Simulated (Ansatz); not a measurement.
The cluster Al4As4, relaxed as a singlet with RKS PBE0-D4/def2-SVP in Ansatz, starting from the GFN2-xTB geometry. Force threshold 0.02 eV/Å.

The structure comes from a short search, and lower isomers may exist.

Start:

```
atom    x (Å)    y (Å)    z (Å)
 Al1   0.9211  -1.6928  -0.7607
 Al2   0.6797   1.0912  -1.6296
 Al3  -0.6803  -1.0900   1.6289
 Al4  -0.9192   1.6896   0.7590
 As5   0.3822  -3.0843   1.0374
 As6   1.6800  -0.7059  -2.7376
 As7  -0.1622   3.1454  -0.9031
 As8  -1.9012   0.6468   2.6056
```

Question: Estimate the energy that the relaxation releases and the steps that it takes.

Answer: 50.1 kJ/mol, in 8 steps; 62 s on 4 threads of Arm Neoverse V2 on a shared host. The force fell under the threshold at step 7, but the optimiser went on. No frequencies were taken in this run, so the end may be a saddle point.

Question: Does the start keep its bonding and symmetry?

Answer: By distances, no bond broke or formed. The bond that changes most is Al4–As8, from 2.34 to 2.30 Å (atoms count from 1). The end is the same structure that another start reached, the lowest one found. Point group D2d at the start, D2d at the end, both within 0.05 Å.

Question: Predict the relaxed structure.

Answer: 
```
atom   x (Å)   y (Å)   z (Å)
 Al1   0.911  -1.678  -0.749
 Al2   0.670   1.082  -1.609
 Al3  -0.670  -1.082   1.609
 Al4  -0.910   1.678   0.749
 As5   1.108  -2.525   1.382
 As6   0.715  -0.835  -2.882
 As7   0.626   3.001  -0.340
 As8  -2.450   0.359   1.839
```
Bond lengths (bridged metal pairs left out): 8 × Al–As 2.30 Å.
